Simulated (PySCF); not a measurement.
Work out the structure from these simulated measurements.

Formula: CH3NO2Si.

* 1H NMR: chemical shifts (computed TMS as zero) by class: 4.69 (1 H), 2.16 (2 H) ppm [GIAO PBE0/pcSseg-1]
* Dipole: 3.42 D [PBE0/pcSseg-1]
* NMR, other nuclei: isotropic shieldings of nuclei other than C and H, by class: -83 (1 N), 294 (2 O), 411 (1 Si) ppm [GIAO PBE0/pcSseg-1]
* Rotational structure: rotational constants A, B, C: 6.966, 2.895, 2.265 GHz [GFN2-xTB]
* 13C NMR: chemical shifts (computed TMS as zero) by class: 126.1 (1 C) ppm [GIAO PBE0/pcSseg-1]

Gas-phase values; electronic properties from PySCF, density fitting. Levels stand in brackets. Geometry: GFN2-xTB, one conformer, isolated molecule. NMR values are class means; diastereotopic atoms form classes of their own.

Q: Give a SMILES that accounts for the data.

A: Numbering: `[N:1]#[C:2][SiH:3]([OH:4])[OH:5]`. Its formula, CH3NO2Si, gives 2 degrees of unsaturation: 0 rings and 2 π bonds in the structure found. The one carbon: cyano carbon [C2] (126.1 ppm). Hydrogen classes from least to most shielded: 1 H on an oxygen-bound silicon, Si3 (4.69 ppm), 2 H on 2 silanol oxygens, O4/O5 (2.16 ppm, a mean of values up to 0.5 ppm apart in this geometry). The other shieldings belong to: -83 ppm, cyano nitrogen [N1]; 294 ppm, silanol oxygen [O4/O5]; 411 ppm, oxygen-bound silicon [Si3]. By its constants the optimised geometry is an asymmetric top. Structure: `N#C[SiH](O)O`. The assignments are read from this structure; whether some other isomer fits the data as well wasn't checked.

The values belong to the conformer `[N:1]#[C:2][SiH:3]([OH:4])[OH:5]`: H–O4–Si3–C2 -95°, H–O5–Si3–C2 -57°.
